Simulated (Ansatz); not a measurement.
Species: CF$_{2}$I, SMILES `F[C](F)I` (charge 0, multiplicity 2), formula CF2I.

Q: How many basis functions does frozen-core CCSD(T)/def2-TZVPP // B3LYP-D3(BJ)/def2-TZVP (Ansatz, a quantum-chemistry and plane-wave program) use, how many core orbitals are frozen, and how many electrons are correlated?

A: 143 basis functions and 7 frozen orbitals, which leaves 35 correlated electrons (filled d shells below the valence shell are correlated). Core time is of the order of minutes.
